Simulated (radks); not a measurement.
Coulomb parameter of the 4f shell of the dysprosium ion Dy+ in the model configuration [Xe] 4f9.5 6s1.5, as a second difference U = [E(n + 0.5) + E(n - 0.5) - 2 E(n)] / (0.5)^2 with all orbitals relaxed. "Bare": the charge of the atom changes with n. "Screened": the 6s shell takes up the change at fixed total charge, which measures U(4f,4f) + U(6s,6s) - 2 U(4f,6s). Method: scalar-relativistic Kohn-Sham, BLYP, spin-unpolarised, spherical densities, finite nucleus; Fermi nuclear charge, rms radius 5.2218 fm; computed with a radial shooting solver on a logarithmic mesh with Libxc functionals.

| case | configuration | E - E(n) (eV) |
|---|---|---|
| start | [Xe] 4f9.5 6s1.5 | 0.000 |
| bare +0.5 | [Xe] 4f10 6s1.5 | -4.789 |
| bare -0.5 | [Xe] 4f9 6s1.5 | 8.701 |
| screened +0.5 | [Xe] 4f10 6s1 | -1.034 |
| screened -0.5 | [Xe] 4f9 6s2 | 2.755 |

U(bare) = 15.648 eV, U(screened by 6s) = 6.887 eV, against the Slater integral F0(4f,4f) = 30.483 eV with frozen orbitals.
